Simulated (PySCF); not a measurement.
## Bi: excitation energy

Bi [Xe] 4f14 5d10 6s2 6p3 (4S) → Bi [Xe] 4f14 5d10 6s2 6p2 7s1 (4P), as a difference of total energies. Computed with PySCF 2.14 in aug-cc-pwCVDZ-PP with ECP60MDF, with scalar relativity through the core potential. Correlated levels: valence and next inner shell: nothing frozen outside the core potential. The calculations carry no spin-orbit coupling.

| method | excitation energy (cm⁻¹) |
| --- | --- |
| UHF | 42614 |
| MP2 (valence and next inner shell) | 42818 |
| SCS-MP2 (valence and next inner shell) | 42407 |
| CCSD (valence and next inner shell) | 42392 |
| CCSD(T) (valence and next inner shell) | 42311 |

Spin-orbit coupling is strong in these open shells (close to jj coupling). The scalar numbers leave it out and a first-order estimate fails, so it can dominate the gap to the real levels.

The promoted electron is Rydberg-like, and one or two diffuse shells describe it only roughly, which tends to raise the upper state.
